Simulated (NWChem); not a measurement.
Molecule: stibine (SbH$_{3}$); SMILES [SbH3]

```xyz
4

Sb     0.0000     0.0000     0.0329
H     -0.3436     1.3691    -0.9290
H      1.3574    -0.3870    -0.9290
H     -1.0138    -0.9821    -0.9290
```
Atoms are numbered in this order, from 1.

Coordinates come from a PBE0-D3(BJ)/def2-TZVP optimisation. def2 effective core potentials on Sb; no spin-orbit coupling.

 States above −ε(HOMO) = 6.5 eV lie in this functional's continuum and hang on the basis.

List the 6 lowest vertical singlet excitations from PBE/def2-SVPD with def2 effective core potentials on Sb, TDA (NWChem).


| state | energy (eV) | oscillator strength | leading excitation (squared amplitude) |
|---|---|---|---|
| S1 | 6.12 | 0.152 | HOMO → LUMO+2 (0.98) |
| S2 | 6.26 | 0.074 | HOMO → LUMO (0.67) |
| S3 | 6.26 | 0.074 | HOMO → LUMO+1 (0.67) |
| S4 | 7.50 | 0.000 | HOMO−2 → LUMO (0.35) |
| S5 | 7.89 | 0.020 | HOMO−2 → LUMO+2 (0.31) |
| S6 | 7.89 | 0.020 | HOMO−1 → LUMO+2 (0.31) |
